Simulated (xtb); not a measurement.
C₂H₈N₂Si₂, SMILES CN[Si@H]1C=N[SiH2]1. All values are semi-empirical tight-binding results from xtb (GFN2-xTB unless named), good for trends rather than for accurate numbers. Coordinates come from a GFN2-xTB optimisation. The structure was generated by enumeration; whether it is a known compound was not checked. The values are those of a single conformer.

Optimised geometry:

Bond lengths (Å): C1–N2 1.442, C1–H7 1.088, C1–H8 1.096, C1–H9 1.092, N2–Si3 1.721, N2–H10 1.010, Si3–C4 1.919, Si3–Si6 2.353, Si3–H11 1.470, C4–N5 1.276, C4–H12 1.088, N5–Si6 1.785, Si6–H13 1.463, Si6–H14 1.467. Angles (°): N2–C1–H7 108.7, N2–C1–H8 112.7, N2–C1–H9 110.1, H7–C1–H8 108.2, H7–C1–H9 108.6, H8–C1–H9 108.4, C1–N2–Si3 122.6, C1–N2–H10 111.6, Si3–N2–H10 118.2, N2–Si3–C4 111.5, N2–Si3–Si6 130.0, N2–Si3–H11 104.4, C4–Si3–Si6 69.4, C4–Si3–H11 113.5, Si6–Si3–H11 121.4, Si3–C4–N5 108.0, Si3–C4–H12 133.7, N5–C4–H12 118.3, C4–N5–Si6 105.6, Si3–Si6–N5 76.9, Si3–Si6–H13 122.9, Si3–Si6–H14 122.7, N5–Si6–H13 109.6, N5–Si6–H14 108.6, H13–Si6–H14 108.9.
Charge 0, spin multiplicity 1.

Problem. Estimate the properties. (Estimate from the structure and the level; the computed values follow.)

Solution. 
```json
{
 "orbital_gap": "2.12 eV",
 "dipole_moment": "3.61 D",
 "zero_point_energy": "61.1 kcal/mol",
 "G − E(el) at 298.15 K (modified RRHO)": "40.2 kcal/mol",
 "static polarisability (D4 model)": "92.7 bohr³",
 "solvation energy, GFN2-xTB/ALPB(water)": "-3.4 kcal/mol",
 "solvation energy, GFN2-xTB/ALPB(hexane)": "-4.4 kcal/mol"
}
```

Computed atomic charges and the Wiberg bond orders between heavy atoms:
charges (e) C1 -0.02, N2 -0.33, Si3 0.40, C4 -0.05, N5 -0.37, Si6 0.41, H7 0.03, H8 0.02, H9 0.04, H10 0.15, H11 -0.09, H12 0.01, H13 -0.10, H14 -0.09. Bond orders C1–N2 1.04, N2–Si3 1.12, Si3–C4 0.84, C4–N5 1.96, Si3–Si6 0.79, N5–Si6 1.01.
